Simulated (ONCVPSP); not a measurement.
**Plane-wave convergence, ONCV potential for Ar (Z = 18)**

```
Element                 : Ar (Z = 18)
Generator               : ONCVPSP 4.0.1
Type                    : optimised norm-conserving Vanderbilt (ONCV)
Functional              : PW91
Relativity              : scalar-relativistic
Frozen core             : [Ne]
Valence charge          : 8
Reference configuration : 3s2 3p6
Partial waves           : 3s: rc 1.25 bohr, ncon 4, nbas 7, qcut 4.1 1/bohr, 1 projector; 3p: rc 0.90 bohr, ncon 4, nbas 7, qcut 7.7 1/bohr, 2 projectors, debl 2.7 Ha; d scattering state at 0.02 Ha: rc 1.15 bohr, ncon 4, nbas 8, qcut 8.7 1/bohr, 2 projectors, debl 0.6 Ha
Local potential         : polynomial inside 0.70 bohr (lpopt 3, dvloc0 0 Ha)
Core correction         : polynomial model core, fcfact 0.7
```

Task: For each optimised wave give the share of its norm inside rc, the residual kinetic energy above qcut (Ha) and the cutoffs (Ha) for errors of 10, 1, 0.1 and 0.01 mHa per electron.

Result:

```csv
wave,norm inside rc,residual KE,10 mHa,1 mHa,0.1 mHa,0.01 mHa
3s,0.436,4.3e-02,24.8,66.9,80.1,109.9
3p,0.109,1.8e-02,62.7,166.8,198.9,not reached
p projector 2,0.045,2.0e-02,52.9,220.9,260.2,353.7
d projector 1,0.000,5.2e-04,0.0,0.1,not reached,not reached
d projector 2,0.097,5.7e-04,24.6,35.5,56.6,114.8
```

The occupied waves need 167 Ha and 199 Ha for 1 and 0.1 mHa. Rows with under 1 % of the norm inside rc give no meaningful cutoff. Note: ghosts flagged at negative energy: p at -170.6 eV; GHOST(+) flagged for s at 13.4 eV. A true bound ghost makes a file unfit for plane-wave use. Its largest configuration-test error is +337 meV.
